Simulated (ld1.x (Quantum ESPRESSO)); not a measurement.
What the settings do to the PAW potential of B (Z = 5)

Base potential:

ld1.x (Quantum ESPRESSO) 7.5 input, shortened:

```
&input
   title='B', zed=5., rel=0, dft='PBESOL', iswitch=3,
   config='[He] 2s2 2p1'
 /
 &inputp
   pseudotype=3, lpaw=.true., tm=.true., lloc=-2, rcloc=1.40,
   nlcc=.true., new_core_ps=.true., rcore=1.25,
   which_augfun='BESSEL', rmatch_augfun=1.20
 /
4
2S  1  0   2.00   0.00  1.15  1.45  0.0
2S  1  0   0.00   3.00  1.15  1.45  0.0
2P  2  1   1.00   0.00  2.05  2.15  0.0
2P  2  1   0.00   0.05  2.05  2.15  0.0
 &test
   configts(1)='2s2 2p1'
 /
```

All-electron outer shells of the reference configuration (PBEsol, non-relativistic, ld1.x):

```csv
shell,level (eV),outermost node (bohr),outermost maximum (bohr)
2s,-9.36,0.46,1.52
2p,-3.56,–,1.59
```

Cutoffs, loose and tight: the cutoffs (Ry, on a coarse ladder) from which the occupation-weighted sum of valence levels, in a spherical-Bessel basis at the reference potential, stays within 10 and 1 mRy of its value at 400 Ry. They do not see the model core or the augmentation charge, which bear on the density cutoff. Test errors are all-electron minus pseudo excitation energies from the reference, over the configurations 2s2 2p0; 2s1 2p0; 2s2 2p0.5; 2s1 2p2; 2s2 2p1.3; 2s0 2p3; 2s1 2p1. A dash means not determined; rows that change the core or the reference have their own tests.

```tsv
change	outcome	cutoff, loose	cutoff, tight	bound ghosts	largest test error (meV)
base	generated	12 Ry	18 Ry	none	-5.8
waves 2p (bound): rcut 1.30, rcutus 1.38 bohr; 2p channel at 0.05 Ry: rcut 1.30, rcutus 1.38 bohr	generated	21 Ry	35 Ry	none	-5.7
waves 2p (bound): rcut 1.50, rcutus 1.60 bohr; 2p channel at 0.05 Ry: rcut 1.50, rcutus 1.60 bohr	generated	18 Ry	25 Ry	none	-5.7
waves 2p (bound): rcut 1.70, rcutus 1.80 bohr; 2p channel at 0.05 Ry: rcut 1.70, rcutus 1.80 bohr	generated	15 Ry	21 Ry	none	-5.7
waves 2p (bound): rcut 1.96, rcutus 2.08 bohr; 2p channel at 0.05 Ry: rcut 1.96, rcutus 2.08 bohr	generated	12 Ry	18 Ry	none	-5.8
waves 2p (bound): rcut 2.05, rcutus 2.36 bohr; 2p channel at 0.05 Ry: rcut 2.05, rcutus 2.36 bohr	generated	12 Ry	18 Ry	none	+17
waves 2p (bound): rcut 2.05, rcutus 2.50 bohr; 2p channel at 0.05 Ry: rcut 2.05, rcutus 2.50 bohr	generated	10 Ry	18 Ry	none	+10
waves 2p (bound): rcut 2.05, rcutus 2.74 bohr; 2p channel at 0.05 Ry: rcut 2.05, rcutus 2.74 bohr	generated	8 Ry	18 Ry	none	-4.1
waves 2p (bound): rcut 2.05, rcutus 3.04 bohr; 2p channel at 0.05 Ry: rcut 2.05, rcutus 3.04 bohr	generated	6 Ry	15 Ry	none	+6.3
waves 2p (bound): rcut 2.05, rcutus 3.20 bohr; 2p channel at 0.05 Ry: rcut 2.05, rcutus 3.20 bohr	generated	6 Ry	15 Ry	none	+14
```

Reading the sweep of the p radius (base included, trends over the rows without a ghost): The loose cutoff falls from 21 Ry at 1.38 to 6 Ry at 3.2 bohr. A larger radius leaves more room for a smooth pseudo-wave, so fewer plane waves are needed; a smaller one forces it to follow the all-electron wave where it bends sharply. The median size of the test errors (rows with all tests solved) rises from 0.4 meV at 1.38 to 6.4 meV at 3.2 bohr, with one reversal. More of the atom is replaced by a form fitted at one configuration, so other configurations suffer as the radius grows.
